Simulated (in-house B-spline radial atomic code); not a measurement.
**LDA exchange-only excitations of Pd**

Method: LDA exchange-only. Computed with an all-electron radial atomic-structure program (B-spline basis): linear response of the closed shell [Kr] 4d10 with the functional's adiabatic kernel; scalar-relativistic (spin-free one-electron X2C), finite nucleus, no spin-orbit coupling, no double excitations, S, P, D and F terms only; shells from n = 2 respond. Only terms of natural parity with L up to 3 were computed.

The program warns: unstable towards triplet excitations of multipole 2.

Command:
```bash
python run_td.py task.json out
```
Settings (radii: box in bohr, nucleus in fm):
```
Z                        46
electrons                46
configuration            [Kr] 4d10
hamiltonian              x2c
method                   lda,
box_radius               75
rms_radius               4.5318
intervals                77
```

Cost of the run: 1.6 s on 1 thread of Intel(R) Xeon(R) 6975P-C (Granite Rapids), on a shared host.

The lowest states, in the order of their Tamm-Dancoff energies; the method's threshold (minus the highest occupied level) is 3.185 eV. Labels give the largest channel, * marks a mixed state, and oscillator strengths are full-response dipole values. Semilocal kernels can invert the small singlet-triplet splittings of Rydberg terms. Energies in eV:

```csv
state,full response,Tamm-Dancoff,oscillator strength
4d → 5s 3D,?,?,-
4d → 5s 1D,0.630,0.709,-
4d → 5p 3P,?,?,-
4d → 5p 3F,3.067,3.082,-
```

Question: Where does 4d → 5p 3P lie?

Answer: At 2.937 eV in full response, 2.980 eV in Tamm-Dancoff.

Question: Where does 4d → 5s 3D lie?

Answer: Its full-response frequency is imaginary, a sign that the ground state is unstable towards it, 0.068 eV in Tamm-Dancoff.

Question: How large is the singlet-triplet splitting of 4d → 5s (D terms) in Tamm-Dancoff?

Answer: 0.64 eV, from the unrounded values.
